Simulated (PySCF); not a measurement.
TiClO, SMILES [O]=[Ti+][Cl], charge +1, multiplicity 1.

Geometry: PBE0-D3(BJ)/def2-TZVP. The multiplicity is an assumed one; other spin states were not compared. The isomer is the one that the SMILES or the coordinates give; other isomers of the formula were not compared.

All values below come from PBE/def2-TZVPD run with PySCF.

Computed frontier levels, gap, dipole moment and polarisability:
| Property | Value |
|---|---|
| highest occupied level | -13.64 eV |
| lowest empty level | -10.91 eV |
| orbital gap | 2.73 eV |
| dipole moment about the centre of nuclear charge | 5.49 D |
| mean static polarisability | 36.4 bohr³ (5.39 Å³) |
| polarisability, principal values | 23.9, 29.5, 55.8 bohr³ |
